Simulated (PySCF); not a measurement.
Working out the excitation energy of Si

Si [Ne] 3s2 3p2 (3P) → Si [Ne] 3s1 3p3 (5S). Computed with PySCF 2.14 in x2c-TZVPPall (5s5p3d1f, 42 functions), with scalar relativity by spin-free X2C-1e. Frozen: 1s2. Energies in hartree (1 hartree = 27.21139 eV):

```csv
part,Si (lower),Si (upper)
UHF,-289.454183,-289.356368
MP2 opposite-spin,-0.153822,-0.104843
MP2 same-spin,-0.055952,-0.064641
```

Problem. What does Hartree-Fock give?

Solution. (-289.356368) − (-289.454183) = 0.097815 hartree = 2.662 eV.

Problem. What do MP2 and SCS-MP2 (6/5 opposite-spin, 1/3 same-spin) give?

Solution. The opposite-spin parts differ by 1.333 eV and the same-spin parts by -0.236 eV. MP2: 2.662 + (1.333) + (-0.236) = 3.759 eV. SCS-MP2: 2.662 + 1.2 × (1.333) + (-0.236)/3 = 4.183 eV.
